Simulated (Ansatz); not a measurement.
Conformers of C$_{3}$H$_{7}$FGeO (`CC(C)[O][Ge][F]`), each relaxed with PBE0-D4/def2-TZVP in Ansatz. CBS adds the triple-zeta coupled-cluster correction to the MP2 limit.

Outer-core shells of Ge are correlated without core-valence functions. Scalar relativity is left out up to krypton. Spin–orbit coupling is left out.

Not all of them had a frequency check.

Conformer A:

Cartesian coordinates in Å:
```
C 0.774 -0.993 -0.822
C 0.276 0.178 0.000
C -0.601 1.115 -0.805
O -0.479 -0.323 1.096
Ge 0.000 -0.008 2.774
F -1.332 -0.887 3.495
H -0.072 -1.582 -1.183
H 1.351 -0.645 -1.682
H 1.411 -1.645 -0.220
H 1.147 0.743 0.370
H -0.056 1.511 -1.665
H -1.484 0.583 -1.165
H -0.935 1.955 -0.192
```

Conformer B:

Z-matrix (Å, degrees):
```
C
C 1 1.516
H 1 1.093 2 110.2
H 1 1.092 2 110.6 3 119.9
H 1 1.092 2 110.4 3 -119.4
C 2 1.516 1 112.6 3 -61.7
O 2 1.426 1 110.9 3 173.3
H 2 1.097 1 108.6 3 58.6
H 6 1.092 2 110.4 1 -178.9
H 6 1.092 2 110.6 1 -58.2
H 6 1.093 2 110.2 1 61.7
Ge 7 1.760 2 134.4 1 62.8
F 12 1.774 7 100.9 2 0.1
```

Problem. Which is lowest in electronic energy at CCSD(T)/CBS (frozen core, def2 sets), and by how much? (Estimate.)

Solution. Ansatz gave: B; A lies 3.7 kJ/mol higher.

Problem. Give the energies relative to B (kJ/mol) with ωB97X-V/def2-TZVPP, B2PLYP/def2-TZVPP, r2SCAN/def2-TZVPP, CCSD(T)/def2-TZVPP, HF/def2-QZVPP, MP2/def2-QZVPP, MP2/CBS(def2). (Best estimate.)

Solution. Computed: 
```json
{"level": "ωB97X-V/def2-TZVPP", "A": "6.5"}
{"level": "B2PLYP/def2-TZVPP", "A": "4.1"}
{"level": "r2SCAN/def2-TZVPP", "A": "3.8"}
{"level": "CCSD(T)/def2-TZVPP", "A": "4.4"}
{"level": "HF/def2-QZVPP", "A": "1.5"}
{"level": "MP2/def2-QZVPP", "A": "3.1"}
{"level": "MP2/CBS(def2)", "A": "3.2"}
```
